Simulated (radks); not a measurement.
Spherical jellium clusters: N electrons in a uniform positive sphere of charge N and radius rs N^(1/3), rs = 3.93 bohr. Method: non-relativistic Kohn-Sham, LDA (Slater exchange, Perdew-Wang correlation), spin-polarised, spherical densities; computed with a radial shooting solver with Libxc functionals. Levels are named by radial order and angular momentum (1s, 1p, 1d, 2s, ...), and open shells are averaged over m.

N = 31, configuration 1s2 1p6 1d10 2s2 1f(up 7, down 4). This is the lowest configuration that the search found. Occupied and some empty levels:

level    occupation  eigenvalue (eV)  <r> (bohr)
1s up             1          -5.4622       7.163
1s down           1          -5.3802       6.949
1p up             3          -4.7778       8.695
1p down           3          -4.6542       8.602
1d up             5          -3.9548       9.650
1d down           5          -3.8133       9.626
2s up             1          -3.6642       7.729
2s down           1          -3.5911       7.870
1f up             7          -2.9947       10.40
1f down           4          -2.8485       10.42
2p up             0          -2.4611       8.931
2p down           0          -2.3930       8.985
1g up             0          -1.9172       11.10
1g down           0          -1.7754       11.16
2d up             0          -1.2959       10.73
2d down           0          -1.2254       10.80

Energy (eV): total -58.2885, kinetic 56.620, external -2515.9, Hartree 1246.5, exchange-correlation -116.41, background 1270.9.

Electron density:

r (bohr)  n(r) (e/bohr^3)
0.885            0.005230
2.36             0.004376
3.84             0.003497
5.32             0.003353
6.80             0.003986
8.28             0.004623
9.75             0.004240
11.2             0.002656
12.7             0.001055
14.2            0.0003011
15.7           0.00007233
17.1           0.00001584
18.6            3.339e-06
